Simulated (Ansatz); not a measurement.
`NB(Cl)Cl`, relaxed with RKS PBE-D4/def2-SVP in the Gaussian-basis code of Ansatz from a rough embedded geometry. The force threshold is 0.03 eV/Å; the program also tests the step.

The species carries charge 0 and has multiplicity 1.

Start:

```xyz
6

N     0.028    0.347   -0.906
B    -0.127   -0.400    0.416
Cl   -1.799   -0.917    1.089
Cl    1.459   -0.817    1.302
H     0.974    0.534   -1.096
H    -0.535    1.254   -0.804
```

(1) How much energy does the relaxation release, and in how many steps? (Estimate.)

(2) Which bonds change most? (Estimate.)

(3) Give the relaxed structure. (Best estimate.)

Results:

(1) Computed: 84.59 kJ/mol, in 6 steps.

(2) The calculation gave: N1–B2 from 1.526 to 1.398 Å; B2–Cl3 from 1.875 to 1.776 Å; B2–Cl4 from 1.865 to 1.776 Å; N1–H6 from 1.072 to 1.020 Å.

(3) Ansatz gave: 
```xyz
6

N     0.081    0.500   -0.638
B    -0.058   -0.358    0.456
Cl   -1.672   -0.741    1.092
Cl    1.376   -1.076    1.219
H     0.991    0.744   -1.029
H    -0.719    0.931   -1.101
```
